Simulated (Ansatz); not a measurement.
`CB(N)Cl`, charge 0, multiplicity 1.

(1) Give a relaxed structure at PBE0-D4/def2-TZVP (the Gaussian-basis code of Ansatz). (Estimate.)

Results:

(1) Computed: 
Cartesian coordinates in Å:
```
C -0.889 0.496 -0.629
B -0.029 -0.275 0.424
N 1.355 -0.372 0.374
Cl -0.850 -1.091 1.785
H -1.613 -0.178 -1.097
H -0.292 0.958 -1.418
H -1.476 1.280 -0.141
H 1.894 -0.873 1.059
H 1.899 0.055 -0.356
```
Point group Cs.
This is one stationary point; other conformers may exist.
